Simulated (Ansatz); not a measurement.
Basis sets compared for the cluster Tl3Cl3⁺. The state is a doublet with charge 1. Geometry PBE-D4/def2-SVP. Ansatz on 4 threads of Arm Neoverse V2 on a shared host; times are rough, and most runs start from earlier orbitals.

```xyz
6

Tl   -1.913    1.684    1.126
Tl   -0.967   -2.123   -1.557
Tl    1.985   -0.402    1.213
Cl    1.178   -0.108   -1.735
Cl   -1.003   -1.058    1.122
Cl    0.719    2.007   -0.169
```

In the def2 sets Tl takes a core potential; there is no spin–orbit coupling. In the doublet, Cl4 and Cl6 lie 2.67 Å apart (atoms count from 1), so these atoms are partly bonded to each other. Another isomer (doublet) lies 0.11 eV lower at PBE0-D4/def2-TZVP; other spin states weren't run for this one.

```csv
level,functions,energy (Eh),HOMO (eV),LUMO (eV),wall time
PBE-D4/def2-SVP,132,-1897.2830,-10.14,-9.19,3.5 s
PBE0-D4/def2-SVP,132,-1897.2766,-11.41,-8.29,6 s
```

Question: Estimate the rows for PBE-D4/def2-TZVP (with forces), PBE0-D4/def2-TZVP.

Answer: 
```json
{"level": "PBE-D4/def2-TZVP (with forces)", "functions": "261", "energy (Eh)": "-1897.7640", "HOMO (eV)": "-10.25", "LUMO (eV)": "-9.29", "wall time": "9 s"}
{"level": "PBE0-D4/def2-TZVP", "functions": "261", "energy (Eh)": "-1897.7465", "HOMO (eV)": "-11.50", "LUMO (eV)": "-8.38", "wall time": "25 s"}
```
